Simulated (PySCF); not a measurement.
Vertical excitations of a molecule C₃H₉BO from TDDFT-CAM-B3LYP/def2-SVPD (PySCF), as energy in eV (oscillator strength): 6.99 (0.001), 7.41 (0.030), 8.33 (0.004), 8.54 (0.009), 8.82 (0.020), 8.91 (0.001), 8.93 (0.012), 9.10 (0.026), 9.17 (0.038), 9.26 (0.048). Lowest triplet (TDA): 6.50 eV. The structure is a stationary point at B3LYP-D3(BJ)/def2-SVP. The values are those of a single conformer.

### Question
Which structure fits?
A. CCCBO
B. COB(C)C
C. CBOCC
D. CCB(C)O

### Answer
D, CCB(C)O
